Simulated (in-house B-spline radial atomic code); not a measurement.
Radial electron density of the gold ion Au⁺, [Kr] (4d3/2)4 (4d5/2)5 4f14 5s2 5p6 5d10 (6p1/2)1. Computed with a B-spline radial code for spherical atoms: Dirac-Hartree-Fock, average of the jj configuration, Fermi nucleus of rms radius 5.4371 fm.

Columns: r (bohr), 4πr²n(r) (electrons per bohr), bar.

```
0.000503    3.703 #
0.000632    5.289 ##
0.000795    7.521 ##
0.000999     10.6 ###
 0.00126    14.88 ####
 0.00158     20.5 ######
 0.00199    28.02 ########
  0.0025    37.55 ###########
 0.00314    49.27 ###############
 0.00394    62.93 ###################
 0.00496    78.09 ########################
 0.00623    92.94 ############################
 0.00784    105.5 ################################
 0.00985    113.1 ##################################
  0.0124    114.1 ##################################
  0.0156    109.1 #################################
  0.0196    102.6 ###############################
  0.0246    102.1 ###############################
  0.0309    112.9 ##################################
  0.0389    132.3 ########################################
  0.0489    146.2 ############################################
  0.0615      141 ##########################################
  0.0773    122.4 #####################################
  0.0971    115.2 ###################################
   0.122    129.2 #######################################
   0.154    135.7 #########################################
   0.193      109 #################################
   0.243    78.27 ########################
   0.305       80 ########################
   0.383    88.36 ###########################
   0.482    69.13 #####################
   0.606    39.85 ############
   0.762    25.68 ########
   0.958    21.64 #######
     1.2    16.42 #####
    1.51    9.616 ###
     1.9    4.545 #
    2.39    1.887 #
    3.01   0.7709 
    3.78   0.3443 
    4.75   0.1436 
    5.98  0.04249 
    7.51 0.007412 
    9.44 0.0006288 
    11.9 2.059e-05
```

On this grid the curve has 4 maxima, near 0.0124, 0.0489, 0.154, 0.383 bohr.

The 6p1/2 radial function P(r) = rR(r), positive near the nucleus, with its small component Q(r) (sign convention: Q ≈ (P' + κP/r)/2c):

| r (bohr) | P | Q |
| --- | --- | --- |
| 0.000318 | 0.0007195 | 0.002173 |
| 0.000503 | 0.00113 | 0.003138 |
| 0.000795 | 0.001775 | 0.004493 |
| 0.00126 | 0.002847 | 0.006377 |
| 0.00199 | 0.004672 | 0.00888 |
| 0.00314 | 0.007884 | 0.01205 |
| 0.00496 | 0.01362 | 0.0157 |
| 0.00784 | 0.0236 | 0.01911 |
| 0.0124 | 0.03957 | 0.02066 |
| 0.0196 | 0.06021 | 0.01783 |
| 0.0309 | 0.07371 | 0.008639 |
| 0.0489 | 0.05088 | -0.004646 |
| 0.0773 | -0.03146 | -0.01174 |
| 0.122 | -0.1039 | -0.00373 |
| 0.193 | -0.008096 | 0.007591 |
| 0.305 | 0.1501 | 0.002827 |
| 0.482 | -0.01106 | -0.005285 |
| 0.762 | -0.2477 | -0.001561 |
| 1.2 | -0.01481 | 0.002896 |
| 1.9 | 0.4352 | 0.002349 |
| 3.01 | 0.5965 | 0.0005668 |
| 4.75 | 0.3676 | -0.0002774 |
| 7.51 | 0.08601 | -0.0001479 |
| 11.9 | 0.004537 | -1.05e-05 |
